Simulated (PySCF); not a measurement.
H₂MgSe, SMILES [MgH][SeH].

Geometry: PBE-D3(BJ)/def2-TZVP.

The numbers are results of M06-2X/def2-TZVPD (PySCF), not measurements.

Symmetry labels are those of the subgroup Cs that the program uses (full group Cs).

### Question
List the valence orbital energies around the gap with their symmetry. (Estimate from the structure and the level; the computed values follow.)

### Answer

```tsv
orbital	symmetry	energy (eV)
HOMO−7	A'	-55.73
HOMO−6	A"	-55.72
HOMO−5	A'	-55.62
HOMO−4	A'	-20.28
HOMO−3	A'	-11.57
HOMO−2	A'	-9.87
HOMO−1	A'	-8.58
HOMO	A"	-7.88
LUMO	A'	-0.68
LUMO+1	A'	-0.59
LUMO+2	A"	-0.35
LUMO+3	A'	0.64
```
